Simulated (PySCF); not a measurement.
# `c1c(C(=O)O)cco1`, C5H4O3

Cartesian coordinates in Å; atom numbers follow the order of the lines, from 1:
```xyz
12

O     2.139   -1.107    0.916
C     1.566   -0.211    0.346
O     2.202    0.864   -0.141
C     0.120   -0.159    0.102
C    -0.656    0.842   -0.571
C    -1.941    0.402   -0.519
O    -2.008   -0.786    0.131
C    -0.769   -1.120    0.504
H     3.141    0.739    0.065
H    -0.287    1.759   -1.023
H    -2.884    0.800   -0.883
H    -0.639   -2.055    1.042
```

Theory: quadratic response CAM-B3LYP/aug-cc-pVDZ first hyperpolarisability, Taylor convention, gas phase in PySCF. Geometry: PBE0-D3(BJ)/def2-SVP.

Give the tensor of the second harmonic β(−2ω;ω,ω) at 1064 nm in the axes of these coordinates.

In au, Taylor convention; rows are the first index (the induced dipole):
|  | xx | yy | zz | xy | xz | yz |
| --- | --- | --- | --- | --- | --- | --- |
| x | -242.0 | +29.6 | +24.1 | -80.7 | +2.5 | -11.7 |
| y | -86.8 | +6.5 | -2.5 | +25.6 | -10.8 | -36.6 |
| z | +6.0 | -36.1 | +47.4 | -9.9 | +22.9 | -2.9 |

Norm of βᵢ = ⅓ Σⱼ (βᵢⱼⱼ + βⱼᵢⱼ + βⱼⱼᵢ): 207.9 au, hyper-Rayleigh value 108.8 au.
